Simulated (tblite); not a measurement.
Task: Give a GFN2-xTB geometry of `CC(=S)[SiH2]C(F)(F)F`.

Result: 
```xyz
13
C3H5F3SSi angstrom
C      1.584    0.633    0.559
C      1.206   -0.604   -0.168
S      2.318   -1.707   -0.626
Si    -0.591   -1.011   -0.620
C     -1.695    0.468    0.013
F     -1.611    0.654    1.348
F     -1.363    1.651   -0.546
F     -2.999    0.279   -0.257
H      1.068    0.669    1.520
H      2.659    0.681    0.721
H      1.261    1.510   -0.004
H     -0.776   -1.039   -2.067
H     -1.065   -2.183    0.108
```

Any rigid rotation of these coordinates is as good. Atoms count from 1 in this order. The 2 C–Si bonds span 1.897 Å (C2–Si4, drawn single) to 1.952 Å (Si4–C5, drawn single), a spread of 0.055 Å. Si4 (SiH2 silicon) is distorted tetrahedral (angles from 105.2° to 116.0°). Of the pairs four or more bonds apart, F7···H11 is among the closest relative to their van der Waals radii: 2.68 Å, 100 % of the sum of Bondi's values.

Bonds between heavy atoms (Å): C1–C2 1.484, C2=S3 1.631, C2–Si4 1.897, Si4–C5 1.952, C5–F6 1.350, C5–F7 1.350, C5–F8 1.345.

The geometry is computed with GFN2-xTB (gas phase).

Point group: Cs (tolerance 0.08 Å). Its GFN2-xTB frequencies are all real (lowest 24 cm⁻¹). One conformer, not necessarily the lowest (C1–C2–Si4–C5 1°).

Time: 2.8 s wall. Hardware: an Arm Neoverse N1 with one thread, shared host. This is the geometry optimisation.
